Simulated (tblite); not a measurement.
Compound: C₈H₁₇P.
SMILES with atom numbers: `[CH3:1][P:2]([CH:3]1[CH2:4][CH2:5]1)[C:6]([CH3:7])([CH3:8])[CH3:9]` (hydrogens: H10, H11, H12 on C1; H13 on C3; H14, H15 on C4; H16, H17 on C5; H18, H19, H20 on C7; H21, H22, H23 on C8; H24, H25, H26 on C9)

Computed with GFN2-xTB (tblite), gas phase: L-BFGS steps from a force-field or distance-geometry start until the largest atomic force falls under 0.01 eV/Å.

Step 105: E = -769.7701 eV
```
atom  x, y, z in Å  |  force x, y, z in eV/Å
C1     -0.2564    2.0393   -1.0972    0.014  -0.067   0.032
P2     -0.1174    0.1872   -1.0454    0.006  -0.047   0.062
C3     -1.6405   -0.1204   -0.0597   -0.040   0.060   0.001
C4     -2.9379   -0.3431   -0.7836   -0.053  -0.015  -0.015
C5     -2.2683   -1.4844   -0.0965    0.024   0.018  -0.011
C6      1.2046   -0.1236    0.3052   -0.083  -0.103   0.045
C7      2.4629   -0.5344   -0.4638   -0.039   0.060   0.030
C8      0.7490   -1.2968    1.1795   -0.009  -0.072   0.039
C9      1.5342    1.0699    1.2011   -0.052  -0.060  -0.097
H10    -0.9933    2.2806   -1.8654    0.052  -0.010   0.050
H11     0.6990    2.4768   -1.3839   -0.053  -0.030   0.003
H12    -0.5877    2.4516   -0.1441    0.051  -0.014  -0.049
H13    -1.6860    0.4390    0.8705   -0.086  -0.024   0.035
H14    -3.8417    0.0487   -0.3397    0.004   0.058  -0.026
H15    -2.9480   -0.3365   -1.8634    0.057   0.042  -0.012
H16    -1.7974   -2.2360   -0.7130   -0.008  -0.004  -0.023
H17    -2.7203   -1.8834    0.7993    0.043   0.024   0.049
H18     3.2900   -0.7189    0.2206    0.003  -0.010  -0.017
H19     2.7521    0.2572   -1.1517    0.054   0.016  -0.050
H20     2.2759   -1.4366   -1.0409    0.005  -0.023  -0.013
H21     0.3825   -2.1345    0.5853    0.101   0.100  -0.073
H22    -0.0525   -1.0046    1.8574    0.119   0.024  -0.018
H23     1.5903   -1.6547    1.7740   -0.030   0.026   0.023
H24     2.0446    1.8513    0.6439   -0.041   0.040  -0.033
H25     2.2005    0.7406    1.9971   -0.005   0.012   0.029
H26     0.6411    1.4882    1.6575   -0.032  -0.002   0.040
```

Step 106: E = -769.7731 eV
```
atom  x, y, z in Å  |  force x, y, z in eV/Å
C1     -0.2459    2.0300   -1.1213    0.006  -0.038   0.042
P2     -0.1171    0.1779   -1.0490    0.012  -0.043   0.079
C3     -1.6378   -0.1132   -0.0542   -0.050   0.070  -0.029
C4     -2.9406   -0.3370   -0.7700   -0.035   0.008   0.000
C5     -2.2712   -1.4750   -0.0790    0.033   0.028   0.004
C6      1.2033   -0.1265    0.3044   -0.078  -0.101   0.063
C7      2.4695   -0.5163   -0.4636   -0.067   0.042   0.043
C8      0.7524   -1.3138    1.1646    0.005  -0.070   0.008
C9      1.5157    1.0618    1.2161   -0.059  -0.080  -0.123
H10    -0.9740    2.2688   -1.8993    0.055  -0.020   0.064
H11     0.7133    2.4637   -1.4029   -0.057  -0.048   0.010
H12    -0.5854    2.4526   -0.1749    0.060  -0.021  -0.063
H13    -1.6746    0.4559    0.8715   -0.094  -0.048   0.020
H14    -3.8391    0.0623   -0.3235   -0.014   0.063  -0.018
H15    -2.9580   -0.3379   -1.8496    0.063   0.042  -0.017
H16    -1.8073   -2.2309   -0.6944    0.005  -0.022  -0.027
H17    -2.7168   -1.8670    0.8228    0.028   0.019   0.054
H18     3.2979   -0.6930    0.2206    0.009  -0.013   0.000
H19     2.7500    0.2831   -1.1460    0.047   0.007  -0.059
H20     2.2946   -1.4201   -1.0435    0.014   0.009  -0.014
H21     0.3899   -2.1463    0.5584    0.122   0.127  -0.049
H22    -0.0521   -1.0334    1.8438    0.117   0.026  -0.019
H23     1.5942   -1.6743    1.7573   -0.038   0.026   0.010
H24     2.0269    1.8517    0.6713   -0.046   0.035  -0.030
H25     2.1759    0.7287    2.0159   -0.010   0.014   0.021
H26     0.6154    1.4708    1.6676   -0.025  -0.010   0.029
```

Question: Estimate the geometry and energy of step 107. (The exact step hangs on the optimiser's Hessian estimate; all steps are aligned on step 106, rigid shifts and turns removed.)

Answer: E = -769.7811 eV, largest force 0.188 eV/Å
```
atom  x, y, z in Å  |  force x, y, z in eV/Å
C1     -0.2223    2.0041   -1.1745    0.004   0.046   0.047
P2     -0.1186    0.1544   -1.0531    0.018  -0.038   0.087
C3     -1.6335   -0.0956   -0.0389   -0.052   0.082  -0.092
C4     -2.9456   -0.3223   -0.7405   -0.004   0.084   0.041
C5     -2.2779   -1.4525   -0.0387    0.039   0.025   0.025
C6      1.1994   -0.1331    0.3032   -0.049  -0.048   0.079
C7      2.4812   -0.4744   -0.4631   -0.090  -0.019   0.076
C8      0.7646   -1.3516    1.1299    0.018  -0.003  -0.054
C9      1.4719    1.0418    1.2482   -0.057  -0.072  -0.095
H10    -0.9293    2.2397   -1.9727    0.033  -0.050   0.069
H11     0.7438    2.4293   -1.4460   -0.032  -0.088   0.022
H12    -0.5767    2.4520   -0.2453    0.058  -0.024  -0.046
H13    -1.6555    0.4943    0.8759   -0.102  -0.098  -0.013
H14    -3.8318    0.0987   -0.2919   -0.058   0.056  -0.001
H15    -2.9743   -0.3383   -1.8193    0.069   0.033  -0.032
H16    -1.8300   -2.2174   -0.6538    0.035  -0.047  -0.017
H17    -2.7084   -1.8306    0.8751   -0.013   0.010   0.061
H18     3.3130   -0.6349    0.2203    0.012  -0.018   0.034
H19     2.7463    0.3385   -1.1358    0.009  -0.011  -0.072
H20     2.3291   -1.3826   -1.0448    0.046   0.063  -0.042
H21     0.4149   -2.1696    0.4962    0.141   0.123  -0.016
H22    -0.0460   -1.0976    1.8098    0.072   0.025   0.009
H23     1.6070   -1.7122    1.7194   -0.009  -0.009   0.007
H24     1.9804    1.8556    0.7336   -0.072  -0.019  -0.016
H25     2.1219    0.7000    2.0558   -0.046   0.040  -0.041
H26     0.5555    1.4267    1.6943    0.026  -0.044  -0.022
```

The energy changes by -0.0080 eV. The first-order estimate −F·Δx gives -0.0120 eV and the mean of the old and new forces, exact on a quadratic surface, -0.0078 eV. The step makes an angle of 85° with the force vector and moves no atom by more than 0.091 Å.

What follows is the cost of the whole relaxation. Hardware: Arm Neoverse V1, one thread, on a shared host. Cost: 1.9 s of wall time.
